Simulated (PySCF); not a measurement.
Al(H)2(OtBu), SMILES CC(C)(C)[O][AlH2] (C4H11AlO), singlet, GFN2-xTB optimised geometry.

```
17

Al     0.95    -1.65     0.00
H      0.18    -2.98     0.00
H      2.49    -1.65     0.00
O      0.13    -0.24     0.00
C     -0.57     0.98     0.00
C     -1.91     0.77     0.71
C      0.27     2.03     0.74
C     -0.80     1.41    -1.45
H     -2.48     1.70     0.73
H     -1.73     0.44     1.73
H     -2.49     0.01     0.19
H      0.45     1.70     1.76
H     -0.25     2.98     0.76
H      1.22     2.15     0.24
H     -1.37     0.65    -1.97
H      0.15     1.53    -1.95
H     -1.34     2.35    -1.48
```

Density from B3LYP/def2-SVP in PySCF at that geometry.

Minimum of the electron density along straight lines between bonded atoms, close to the bond critical point (lines longer than 1.1 times the sum of covalent radii, or with two minima, are not listed):

```json
[
 {"bond": "Al1–H2", "length / Å": "1.534", "ρ at the minimum / e bohr⁻³": "0.086", "∇²ρ there / e bohr⁻⁵": "0.31", "position (fraction from the first atom)": "0.51"},
 {"bond": "Al1–H3", "length / Å": "1.534", "ρ at the minimum / e bohr⁻³": "0.086", "∇²ρ there / e bohr⁻⁵": "0.31", "position (fraction from the first atom)": "0.51"},
 {"bond": "Al1–O4", "length / Å": "1.636", "ρ at the minimum / e bohr⁻³": "[?]", "∇²ρ there / e bohr⁻⁵": "1.08", "position (fraction from the first atom)": "0.44"},
 {"bond": "O4–C5", "length / Å": "1.404", "ρ at the minimum / e bohr⁻³": "0.249", "∇²ρ there / e bohr⁻⁵": "-0.27", "position (fraction from the first atom)": "0.66"},
 {"bond": "C5–C6", "length / Å": "1.531", "ρ at the minimum / e bohr⁻³": "0.250", "∇²ρ there / e bohr⁻⁵": "-0.59", "position (fraction from the first atom)": "0.51"},
 {"bond": "C5–C7", "length / Å": "1.531", "ρ at the minimum / e bohr⁻³": "0.250", "∇²ρ there / e bohr⁻⁵": "-0.59", "position (fraction from the first atom)": "0.51"},
 {"bond": "C5–C8", "length / Å": "1.531", "ρ at the minimum / e bohr⁻³": "0.250", "∇²ρ there / e bohr⁻⁵": "-0.59", "position (fraction from the first atom)": "0.51"},
 {"bond": "C6–H9", "length / Å": "1.087", "ρ at the minimum / e bohr⁻³": "0.277", "∇²ρ there / e bohr⁻⁵": "-1.01", "position (fraction from the first atom)": "0.62"},
 {"bond": "C6–H10", "length / Å": "1.088", "ρ at the minimum / e bohr⁻³": "0.277", "∇²ρ there / e bohr⁻⁵": "-1.02", "position (fraction from the first atom)": "0.62"},
 {"bond": "C6–H11", "length / Å": "1.087", "ρ at the minimum / e bohr⁻³": "0.278", "∇²ρ there / e bohr⁻⁵": "-1.02", "position (fraction from the first atom)": "0.63"},
 {"bond": "C7–H12", "length / Å": "1.088", "ρ at the minimum / e bohr⁻³": "0.277", "∇²ρ there / e bohr⁻⁵": "-1.02", "position (fraction from the first atom)": "0.62"},
 {"bond": "C7–H13", "length / Å": "1.087", "ρ at the minimum / e bohr⁻³": "0.277", "∇²ρ there / e bohr⁻⁵": "-1.01", "position (fraction from the first atom)": "0.62"},
 {"bond": "C7–H14", "length / Å": "1.087", "ρ at the minimum / e bohr⁻³": "0.278", "∇²ρ there / e bohr⁻⁵": "-1.02", "position (fraction from the first atom)": "0.63"},
 {"bond": "C8–H15", "length / Å": "1.088", "ρ at the minimum / e bohr⁻³": "0.277", "∇²ρ there / e bohr⁻⁵": "-1.02", "position (fraction from the first atom)": "0.62"},
 {"bond": "C8–H16", "length / Å": "1.088", "ρ at the minimum / e bohr⁻³": "0.277", "∇²ρ there / e bohr⁻⁵": "-1.02", "position (fraction from the first atom)": "0.62"},
 {"bond": "C8–H17", "length / Å": "1.087", "ρ at the minimum / e bohr⁻³": "0.277", "∇²ρ there / e bohr⁻⁵": "-1.02", "position (fraction from the first atom)": "0.62"}
]
```

Question: Some entries are withheld; supply them.

Answer: 
- Al1–O4, ρ at the minimum / e bohr⁻³: 0.105
